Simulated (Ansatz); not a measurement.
Mulliken charges of `[SiH3][SiH]1BN1` from r2SCAN/def2-TZVPP in Ansatz (PBE0-D4/def2-TZVP geometry).

```csv
atom,x (Å),y (Å),z (Å),charge (e)
Si1,-1.417,0.853,-0.806,0.146
Si2,-0.141,-0.743,0.319,0.189
B3,1.374,-0.360,1.468,0.023
N4,1.609,-0.581,0.133,-0.241
H5,-1.465,0.597,-2.273,-0.065
H6,-2.814,0.838,-0.291,-0.063
H7,-0.835,2.203,-0.580,-0.064
H8,-0.643,-2.128,0.093,-0.091
H9,2.018,-0.116,2.435,0.014
H10,2.397,-0.615,-0.495,0.152
```

Question: By hand: the dipole of these point charges (1 e Å = 4.8032 D).

Answer: Σ q r = (0.187, -0.018, 0.098) e Å, of length 0.212 e Å = 1.02 D.

Question: How does the dipole of the full density compare? (Best estimate.)

Answer: The calculation gave: (0.213, -0.035, -0.179) e Å, 1.35 D; the point charges give 0.76 times that, at 67° from its direction.

Point charges leave out the atoms' own dipoles, such as those of lone pairs, and Mulliken's split depends on the basis, so the two needn't agree.
